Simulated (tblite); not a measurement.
A geometry optimisation, step by step.

Compound: C5H9BO.
SMILES with atom numbers: `[CH3:1][O:2][BH:3][C@H:4]1[CH:5]=[CH:6][CH2:7]1` (hydrogens: H8, H9, H10 on C1; H11 on B3; H12 on C4; H13 on C5; H14 on C6; H15, H16 on C7)

Computed with GFN2-xTB (tblite), gas phase: L-BFGS steps from a force-field or distance-geometry start until the largest atomic force falls under 0.01 eV/Å. 12 of its 150 geometries are shown.

Step 0: E = -558.2074 eV, largest atomic force 5.063 eV/Å
```
atom  x, y, z in Å  |  force x, y, z in eV/Å
C1      2.639   -0.245    0.428    0.432  -0.270   0.260
O2      1.724    0.510    1.200   -1.160   0.100  -1.454
B3      0.565    0.830    0.386    0.890  -0.357   0.971
C4     -0.704   -0.149    0.334    1.980   0.863   4.579
C5     -2.002    0.578    0.427   -1.801  -0.782  -2.995
C6     -2.370    0.112   -0.845    0.505   1.451   3.107
C7     -1.068   -0.618   -0.972   -1.532  -1.467  -3.562
H8      3.521   -0.480    1.057   -0.486   0.198  -0.146
H9      2.190   -1.214    0.101    0.231   0.582   0.018
H10     2.993    0.340   -0.444   -0.192  -0.331   0.173
H11     0.555    1.816   -0.275    0.119  -0.176   0.189
H12    -0.646   -0.977    1.097    0.146   0.653  -0.459
H13    -2.481    1.211    1.174    0.325  -0.366  -0.389
H14    -3.230    0.235   -1.482    0.157   0.019   0.077
H15    -1.231   -1.713   -1.011    0.414   0.412  -0.415
H16    -0.462   -0.227   -1.801   -0.026  -0.530   0.046
```

Step 14: E = -558.9412 eV, largest atomic force 0.471 eV/Å
```
atom  x, y, z in Å  |  force x, y, z in eV/Å
C1      2.771   -0.303    0.390    0.117   0.033   0.102
O2      1.625    0.301    0.896   -0.124  -0.230  -0.392
B3      0.535    0.847    0.336   -0.113  -0.050   0.291
C4     -0.776   -0.066    0.460    0.143  -0.071   0.022
C5     -2.135    0.542    0.416   -0.180   0.241   0.192
C6     -2.423    0.130   -0.805    0.004  -0.111  -0.436
C7     -1.135   -0.627   -0.979    0.172   0.059   0.066
H8      3.504   -0.359    1.189    0.152  -0.103   0.160
H9      2.525   -1.315    0.039    0.035   0.024   0.101
H10     3.216    0.234   -0.446    0.005   0.298  -0.192
H11     0.523    1.925   -0.174    0.081  -0.259  -0.055
H12    -0.632   -0.818    1.245   -0.099  -0.043  -0.256
H13    -2.686    1.133    1.116    0.002   0.185   0.284
H14    -3.236    0.352   -1.472   -0.033  -0.228  -0.112
H15    -1.203   -1.720   -1.064   -0.031   0.373   0.148
H16    -0.480   -0.247   -1.773   -0.131  -0.117   0.076
```

Step 27: E = -559.3603 eV, largest atomic force 0.674 eV/Å
```
atom  x, y, z in Å  |  force x, y, z in eV/Å
C1      2.867   -0.306    0.345    0.181  -0.047  -0.112
O2      1.480   -0.261    0.549    0.366  -0.145   0.134
B3      0.567    0.682    0.359    0.067  -0.108  -0.078
C4     -0.861    0.025    0.498   -0.188   0.099   0.071
C5     -2.222    0.674    0.402    0.118  -0.131  -0.098
C6     -2.458    0.193   -0.823   -0.312   0.289   0.523
C7     -1.162   -0.529   -0.928   -0.315  -0.183  -0.116
H8      3.373   -0.121    1.306   -0.052  -0.194  -0.264
H9      3.112   -1.315   -0.044   -0.054   0.411   0.348
H10     3.238    0.425   -0.386   -0.220   0.076   0.092
H11     0.765    1.749   -0.099    0.100   0.081   0.095
H12    -0.865   -0.801    1.212    0.082   0.073   0.136
H13    -2.782    1.227    1.150    0.166  -0.066  -0.394
H14    -3.291    0.204   -1.497   -0.133   0.183  -0.114
H15    -1.260   -1.600   -0.932   -0.010  -0.523  -0.097
H16    -0.509   -0.238   -1.739    0.206   0.184  -0.126
```

Step 41: E = -559.5394 eV, largest atomic force 0.184 eV/Å
```
atom  x, y, z in Å  |  force x, y, z in eV/Å
C1      2.917   -0.224    0.381   -0.098   0.032   0.059
O2      1.548   -0.396    0.656   -0.022   0.044  -0.071
B3      0.601    0.504    0.388    0.079  -0.023  -0.008
C4     -0.874   -0.076    0.454    0.009  -0.036  -0.064
C5     -2.148    0.722    0.361   -0.056   0.035  -0.082
C6     -2.529    0.194   -0.799    0.085  -0.055  -0.096
C7     -1.290   -0.636   -0.953    0.029  -0.019   0.003
H8      3.464   -0.033    1.309   -0.035  -0.072  -0.039
H9      3.277   -1.144   -0.082    0.072  -0.007   0.065
H10     3.074    0.607   -0.307    0.076   0.106  -0.016
H11     0.879    1.587   -0.001   -0.089   0.017  -0.025
H12    -0.934   -0.860    1.209   -0.054  -0.033   0.052
H13    -2.586    1.454    1.013    0.028   0.013   0.104
H14    -3.358    0.301   -1.478   -0.022   0.105   0.150
H15    -1.392   -1.718   -1.013   -0.053   0.054  -0.026
H16    -0.655   -0.274   -1.763    0.050  -0.161  -0.005
```

Step 54: E = -559.6001 eV, largest atomic force 0.166 eV/Å
```
atom  x, y, z in Å  |  force x, y, z in eV/Å
C1      2.970   -0.148    0.410   -0.004   0.001  -0.134
O2      1.604   -0.448    0.545   -0.056   0.029   0.019
B3      0.605    0.402    0.330   -0.138   0.082   0.044
C4     -0.879   -0.176    0.407    0.012   0.011   0.076
C5     -2.073    0.747    0.339    0.127  -0.006   0.040
C6     -2.517    0.270   -0.821    0.041   0.021   0.097
C7     -1.389   -0.711   -0.974    0.012  -0.048   0.028
H8      3.418   -0.004    1.396   -0.027  -0.037  -0.018
H9      3.446   -0.995   -0.089    0.055  -0.034   0.067
H10     3.138    0.749   -0.197   -0.066   0.042   0.087
H11     0.791    1.533    0.033    0.067  -0.004  -0.047
H12    -0.996   -0.928    1.194    0.066   0.024  -0.069
H13    -2.398    1.518    1.018   -0.025  -0.082  -0.071
H14    -3.376    0.473   -1.437    0.088   0.023  -0.041
H15    -1.654   -1.765   -0.990   -0.062  -0.050   0.018
H16    -0.696   -0.508   -1.789   -0.090   0.028  -0.095
```

Step 68: E = -559.6216 eV, largest atomic force 0.046 eV/Å
```
atom  x, y, z in Å  |  force x, y, z in eV/Å
C1      2.968   -0.112    0.430    0.031  -0.017   0.011
O2      1.610   -0.457    0.520   -0.018  -0.009   0.024
B3      0.604    0.378    0.284    0.011   0.026   0.010
C4     -0.865   -0.217    0.383    0.007  -0.010   0.012
C5     -2.026    0.741    0.347   -0.016  -0.003   0.004
C6     -2.497    0.301   -0.814   -0.003  -0.002  -0.035
C7     -1.436   -0.748   -0.976    0.011  -0.008  -0.008
H8      3.383   -0.020    1.438   -0.007   0.004  -0.012
H9      3.492   -0.914   -0.093    0.004   0.006  -0.018
H10     3.108    0.831   -0.106    0.025   0.010   0.024
H11     0.793    1.508   -0.016    0.006  -0.006  -0.045
H12    -0.943   -0.970    1.169    0.000   0.001   0.030
H13    -2.324    1.515    1.031    0.001  -0.004   0.015
H14    -3.317    0.578   -1.453   -0.023  -0.006   0.004
H15    -1.779   -1.781   -0.935   -0.025   0.009  -0.023
H16    -0.779   -0.622   -1.835   -0.004   0.008   0.008
```

Step 81: E = -559.6310 eV, largest atomic force 0.074 eV/Å
```
atom  x, y, z in Å  |  force x, y, z in eV/Å
C1      2.978   -0.084    0.486   -0.051   0.017  -0.010
O2      1.616   -0.409    0.626    0.069  -0.001  -0.027
B3      0.611    0.362    0.227   -0.002  -0.009   0.016
C4     -0.857   -0.235    0.365   -0.002   0.021   0.016
C5     -2.014    0.731    0.358   -0.004  -0.017  -0.011
C6     -2.496    0.318   -0.809   -0.007   0.021   0.021
C7     -1.459   -0.752   -0.988   -0.006   0.019   0.031
H8      3.449   -0.085    1.470   -0.018  -0.014   0.032
H9      3.454   -0.845   -0.136    0.011  -0.022   0.000
H10     3.113    0.896    0.021   -0.007   0.008   0.009
H11     0.804    1.432   -0.242   -0.028  -0.019  -0.032
H12    -0.920   -0.986    1.155    0.014  -0.014   0.006
H13    -2.309    1.483    1.069    0.029  -0.003  -0.036
H14    -3.321    0.609   -1.433   -0.024   0.009  -0.009
H15    -1.846   -1.768   -0.938    0.030  -0.034   0.003
H16    -0.810   -0.658   -1.857   -0.003   0.038  -0.010
```

Step 95: E = -559.6357 eV, largest atomic force 0.023 eV/Å
```
atom  x, y, z in Å  |  force x, y, z in eV/Å
C1      2.978   -0.065    0.517    0.005   0.002  -0.011
O2      1.620   -0.397    0.651    0.009   0.004  -0.001
B3      0.614    0.333    0.184   -0.003  -0.004   0.001
C4     -0.854   -0.250    0.357    0.012  -0.005  -0.006
C5     -1.997    0.732    0.364    0.014   0.000  -0.001
C6     -2.507    0.318   -0.791    0.001  -0.006   0.000
C7     -1.479   -0.756   -0.989    0.004  -0.003  -0.001
H8      3.450   -0.120    1.501   -0.005   0.009   0.005
H9      3.457   -0.791   -0.145   -0.005  -0.005   0.011
H10     3.110    0.939    0.103    0.005  -0.007   0.009
H11     0.798    1.359   -0.379    0.005  -0.002   0.002
H12    -0.912   -0.998    1.150    0.009   0.001  -0.013
H13    -2.256    1.502    1.069   -0.009   0.001  -0.002
H14    -3.336    0.623   -1.404   -0.022  -0.005   0.003
H15    -1.850   -1.779   -0.950   -0.005   0.022   0.002
H16    -0.841   -0.639   -1.864   -0.014  -0.001   0.001
```

Step 108: E = -559.6386 eV, largest atomic force 0.027 eV/Å
```
atom  x, y, z in Å  |  force x, y, z in eV/Å
C1      2.992   -0.054    0.563   -0.009   0.001   0.007
O2      1.629   -0.382    0.652   -0.008   0.007  -0.010
B3      0.637    0.327    0.124    0.002  -0.002   0.002
C4     -0.833   -0.251    0.305    0.005  -0.006   0.002
C5     -1.976    0.732    0.363    0.009   0.002  -0.015
C6     -2.542    0.311   -0.762   -0.007  -0.003   0.026
C7     -1.517   -0.755   -1.011    0.004   0.007   0.001
H8      3.425   -0.108    1.563    0.007   0.010   0.000
H9      3.490   -0.785   -0.079    0.004  -0.007   0.004
H10     3.142    0.947    0.150    0.000   0.000  -0.006
H11     0.835    1.333   -0.469    0.000  -0.010  -0.003
H12    -0.871   -1.000    1.097    0.001  -0.014   0.007
H13    -2.202    1.504    1.077   -0.007  -0.002   0.005
H14    -3.413    0.600   -1.324   -0.007   0.010  -0.015
H15    -1.880   -1.780   -0.960   -0.001   0.005  -0.001
H16    -0.924   -0.629   -1.916    0.007   0.001  -0.003
```

Step 122: E = -559.6422 eV, largest atomic force 0.097 eV/Å
```
atom  x, y, z in Å  |  force x, y, z in eV/Å
C1      2.991   -0.006    0.623    0.085  -0.046   0.008
O2      1.633   -0.350    0.692   -0.048   0.025   0.022
B3      0.651    0.266    0.045    0.035   0.041   0.001
C4     -0.814   -0.306    0.254   -0.019  -0.001   0.016
C5     -1.927    0.704    0.398   -0.025  -0.008  -0.054
C6     -2.550    0.342   -0.719   -0.004  -0.012   0.018
C7     -1.565   -0.741   -1.046   -0.042   0.008  -0.005
H8      3.386    0.067    1.641   -0.034  -0.002  -0.046
H9      3.521   -0.806    0.095    0.022   0.085   0.020
H10     3.147    0.945    0.104   -0.010  -0.057  -0.014
H11     0.849    1.199   -0.659    0.017  -0.010   0.004
H12    -0.829   -1.083    1.019   -0.030  -0.004   0.040
H13    -2.105    1.459    1.143    0.011  -0.015   0.023
H14    -3.433    0.675   -1.237    0.030   0.001   0.019
H15    -1.955   -1.757   -1.013   -0.008  -0.001  -0.009
H16    -1.006   -0.598   -1.967    0.020  -0.003  -0.045
```

Step 135: E = -559.6481 eV, largest atomic force 0.033 eV/Å
```
atom  x, y, z in Å  |  force x, y, z in eV/Å
C1      2.986    0.046    0.668    0.018   0.013  -0.003
O2      1.637   -0.339    0.731   -0.032  -0.002  -0.008
B3      0.665    0.184   -0.008    0.011  -0.018  -0.004
C4     -0.804   -0.378    0.208    0.005  -0.008  -0.007
C5     -1.874    0.665    0.438    0.005  -0.009  -0.001
C6     -2.541    0.386   -0.676    0.007   0.011   0.000
C7     -1.611   -0.716   -1.087   -0.013  -0.017   0.004
H8      3.306    0.364    1.664   -0.005   0.004  -0.025
H9      3.586   -0.814    0.361   -0.016  -0.006   0.009
H10     3.135    0.863   -0.044    0.025   0.009   0.017
H11     0.875    1.040   -0.799    0.005   0.003   0.006
H12    -0.828   -1.185    0.944   -0.004   0.005  -0.004
H13    -1.996    1.379    1.232   -0.010   0.002   0.004
H14    -3.424    0.782   -1.147   -0.002   0.007  -0.003
H15    -2.049   -1.713   -1.093    0.009  -0.009   0.013
H16    -1.072   -0.556   -2.020   -0.005   0.017   0.000
```

Step 149: E = -559.6493 eV, largest atomic force 0.009 eV/Å
```
atom  x, y, z in Å  |  force x, y, z in eV/Å
C1      2.979    0.080    0.706   -0.002   0.006  -0.002
O2      1.632   -0.318    0.740   -0.001   0.006   0.001
B3      0.681    0.140   -0.064   -0.003  -0.005   0.000
C4     -0.790   -0.415    0.162    0.001  -0.003   0.001
C5     -1.833    0.639    0.460    0.004   0.007  -0.002
C6     -2.544    0.403   -0.637    0.002   0.006  -0.007
C7     -1.647   -0.701   -1.112    0.001  -0.001  -0.001
H8      3.239    0.521    1.671    0.001  -0.002   0.004
H9      3.600   -0.803    0.541    0.004  -0.005   0.000
H10     3.166    0.809   -0.087   -0.003  -0.001  -0.002
H11     0.907    0.944   -0.904    0.000   0.000   0.000
H12    -0.806   -1.240    0.877    0.001   0.000   0.003
H13    -1.917    1.332    1.278   -0.002  -0.003   0.005
H14    -3.434    0.828   -1.066   -0.002  -0.001   0.002
H15    -2.100   -1.691   -1.131    0.002  -0.002   0.000
H16    -1.139   -0.519   -2.058   -0.003   0.000  -0.002
```

**Question.** Summarise the path.

**Answer.** The energy falls by 139.12 kJ/mol from step 0 to step 149; nine tenths of that is first reached at step 37. It rises by more than 0.2 meV at steps 124 and 126. The largest force goes from 5.063 to 0.009 eV/Å. Among the bonds C4–C7 changes most, from 1.435 to 1.562 Å; the atoms move by 0.806 Å rms after alignment.

**Question.** Follow the three bonds and two angles with the largest change from start to end.

**Answer.** 
| step | E above end (kJ/mol) | largest force (eV/Å) | C4–C7 (Å) | O2–B3 (Å) | C5=C6 (Å) | C1–O2–B3 (°) | C5–C4–C7 (°) |
| --- | --- | --- | --- | --- | --- | --- | --- |
| 0 | 139.12 | 5.063 | 1.435 | 1.452 | 1.405 | 109.2 | 89.7 |
| 6 | 79.39 | 0.260 | 1.568 | 1.367 | 1.324 | 117.5 | 84.6 |
| 13 | 71.61 | 0.388 | 1.586 | 1.351 | 1.324 | 126.5 | 85.0 |
| 19 | 53.00 | 0.756 | 1.563 | 1.325 | 1.338 | 149.0 | 85.1 |
| 26 | 30.64 | 0.579 | 1.559 | 1.320 | 1.335 | 136.8 | 85.3 |
| 32 | 17.01 | 0.269 | 1.572 | 1.333 | 1.327 | 125.6 | 85.2 |
| 39 | 12.12 | 0.244 | 1.572 | 1.335 | 1.329 | 125.8 | 85.1 |
| 45 | 8.57 | 0.200 | 1.568 | 1.330 | 1.329 | 125.8 | 84.8 |
| 52 | 5.56 | 0.140 | 1.566 | 1.329 | 1.329 | 125.7 | 84.9 |
| 58 | 3.32 | 0.097 | 1.568 | 1.329 | 1.328 | 124.7 | 85.0 |
| 65 | 2.79 | 0.048 | 1.568 | 1.328 | 1.329 | 124.7 | 85.0 |
| 71 | 2.56 | 0.056 | 1.567 | 1.328 | 1.328 | 124.6 | 85.0 |
| 78 | 1.89 | 0.066 | 1.569 | 1.329 | 1.328 | 124.7 | 84.8 |
| 84 | 1.55 | 0.058 | 1.568 | 1.329 | 1.329 | 124.2 | 85.0 |
| 91 | 1.34 | 0.023 | 1.567 | 1.328 | 1.329 | 124.7 | 84.9 |
| 97 | 1.29 | 0.026 | 1.567 | 1.328 | 1.329 | 124.7 | 85.0 |
| 104 | 1.07 | 0.025 | 1.567 | 1.328 | 1.328 | 124.9 | 84.9 |
| 110 | 1.03 | 0.012 | 1.566 | 1.328 | 1.328 | 125.2 | 84.9 |
| 117 | 0.97 | 0.044 | 1.568 | 1.328 | 1.328 | 125.3 | 84.9 |
| 123 | 0.60 | 0.109 | 1.562 | 1.326 | 1.328 | 125.3 | 84.9 |
| 130 | 0.34 | 0.078 | 1.564 | 1.328 | 1.328 | 125.0 | 84.8 |
| 136 | 0.09 | 0.050 | 1.563 | 1.328 | 1.328 | 124.8 | 84.8 |
| 143 | 0.03 | 0.036 | 1.563 | 1.328 | 1.328 | 125.1 | 84.8 |
| 149 | 0.00 | 0.009 | 1.562 | 1.328 | 1.328 | 125.0 | 84.8 |

The cost below is that of the whole relaxation. Time: 1.4 s of wall time. Hardware: one thread, Arm Neoverse N1 (aarch64), shared host with 64 logical CPUs at a one-minute load of 60.
